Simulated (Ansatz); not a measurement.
C2H5FOSi (SMILES FC1CO[SiH2]1): the vertical ionisation energy, rung by rung

The species is C2H5FOSi (10 atoms), meant as a singlet with charge 0. SMILES: `FC1CO[SiH2]1`. Geometry: relaxed at PBE0-D4/def2-TZVP.

| atom | x (Å) | y (Å) | z (Å) |
| --- | --- | --- | --- |
| F | -1.8204 | -0.3278 | -0.8109 |
| C | -0.8761 | -0.0831 | 0.1669 |
| C | 0.2907 | -1.0898 | 0.1533 |
| O | 1.4299 | -0.2164 | -0.0119 |
| Si | 0.5103 | 1.1621 | -0.2068 |
| H | -1.3905 | -0.0238 | 1.1278 |
| H | 0.1973 | -1.7734 | -0.6955 |
| H | 0.4008 | -1.6651 | 1.0760 |
| H | 0.8208 | 2.2287 | 0.7804 |
| H | 0.5202 | 1.7373 | -1.5763 |

Each level gives the vertical ionisation energy (to the doublet cation) (eV). The values are calculated.

```tsv
level	kind	program	value (eV)	CPU time (all runs)
SVWN5/def2-SVP	LDA	Ansatz	9.80	5.8 s
revPBE/def2-SVP	GGA	Ansatz	9.66	11 s
r2SCAN/def2-SVP	meta-GGA	Ansatz	9.96	20 s
BHLYP/def2-SVP	global hybrid	Ansatz	10.54	16 s
CAM-B3LYP/def2-SVP	range-separated hybrid	Ansatz	10.43	17 s
wB97X/def2-SVP	range-separated hybrid	Ansatz	10.51	48 s
B2PLYP/def2-SVP	double hybrid	Ansatz	10.51	27 s
MP2/def2-SVP	perturbation theory	Ansatz	11.03	6.7 s
CCSD/def2-SVP	coupled cluster or CI	Ansatz	10.56	76 s
```

The values span 9.66 to 11.03 eV. CPU times are rough (shared hosts, several kinds of processor): they show what a rung costs within a factor of a few.
